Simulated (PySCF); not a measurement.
GeH₄OSe. Atoms are numbered in the order given.

```xyz
7

Se     0.5722    -0.5250     0.7659
O      0.4942    -1.9343    -0.4439
H      1.2956    -1.8163    -0.9936
Ge    -0.6839     0.9767    -0.5902
H     -0.7993     2.3126     0.1925
H      0.0627     1.1991    -1.9327
H     -2.0851     0.3772    -0.8681
```

Coordinates come from a PBE-D3(BJ)/def2-SVP optimisation. The structure was generated by enumeration, and PubChem lists no compound with its InChIKey, so it may never have been made. The values are those of a single conformer.

Level of theory: PySCF with CAM-B3LYP/def2-TZVPD.

Mulliken values depend strongly on the basis, most of all with diffuse functions as here. ESP charges are fitted to the potential on shells at 1.4 to 2.0 van der Waals radii. Atomic charges (e):

```json
[
 {"atom": "Se1", "IAO": "(withheld)", "Mulliken": "0.03", "ESP fit": "-0.01"},
 {"atom": "O2", "IAO": "(withheld)", "Mulliken": "-0.58", "ESP fit": "-0.44"},
 {"atom": "H3", "IAO": "0.36", "Mulliken": "0.34", "ESP fit": "0.35"},
 {"atom": "Ge4", "IAO": "(withheld)", "Mulliken": "0.13", "ESP fit": "0.06"},
 {"atom": "H5", "IAO": "-0.08", "Mulliken": "0.02", "ESP fit": "0.02"},
 {"atom": "H6", "IAO": "-0.09", "Mulliken": "0.02", "ESP fit": "-0.01"},
 {"atom": "H7", "IAO": "-0.08", "Mulliken": "0.03", "ESP fit": "0.02"}
]
```

Task: Complete the blanks. (Estimate from the structure and the level; the computed values follow.)

Result: 
- Se1, IAO: 0.17
- O2, IAO: -0.69
- Ge4, IAO: 0.40
